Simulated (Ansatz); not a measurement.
`[CH3][InH][Cl]` → `[CH2]` (triplet) + `[Cl][InH2]`  (formal loss of a carbene)

Calculated with Ansatz (gas phase, PBE0-D4/def2-TZVP geometries, no zero-point term in ΔE). CCSD(T)/CBS is the MP2 limit (def2-TZVPP, def2-QZVPP) plus CCSD(T) − MP2 in def2-TZVPP, frozen cores. This one scheme is used for every species. DFT in def2-TZVPP. Triplets are unrestricted, without spin–orbit coupling. Elements past krypton have def2 core potentials. For In outer-core shells are correlated without core-valence functions, which leaves a few kJ/mol of doubt a bond.

```
          species  PBE-QIDH energy (Eh)
 `[CH3][InH][Cl]`            -690.42241
`[CH2]` (triplet)             -39.10983
     `[Cl][InH2]`            -651.13650
```

**Question.** Work out ΔE.

**Answer.** ΔE = (-39.10983) + (-651.13650) − (-690.42241) = 0.17608 Eh = +462.3 kJ/mol. CCSD(T)/CBS gives +470.0 kJ/mol.

**Question.** What do rigid-rotor, harmonic-oscillator terms from PBE0-D4/def2-TZVP frequencies (298.15 K, 1 bar) make of the CCSD(T)/CBS value? (An estimate is asked.)

**Answer.** The calculation gave: ΔZPE = -32.5 kJ/mol, ΔH = +442.4 kJ/mol, ΔS = 130 J/(mol·K), ΔG = +403.6 kJ/mol. Open shells count their whole term as degenerate. Modes under 50 cm⁻¹ make the entropy rough.

Largest T1 diagnostic among the species: 0.014.

In def2-TZVPP, CCSD(T) changes the Hartree–Fock value by +146.1 kJ/mol (the triples alone add +12.4 kJ/mol) and MP2 by +164.7 kJ/mol. Leaving LDA and LC-ωPBE aside and taking each functional with its dispersion term where it has one, the values, not all of them listed here, spread over 35.1 kJ/mol, from r2SCAN0-D4 to ωB97X-V. LDA lies +65.2 kJ/mol from PBE without D4. The D4 term adds +7.8 kJ/mol with B3LYP and +4.2 kJ/mol with PBE0; it sums over pairs of atoms, weighted by their polarisabilities, and B3LYP, whose exchange is more repulsive, gets the larger term.

B3LYP here is the variant with VWN-RPA as its local correlation; programs differ in this.
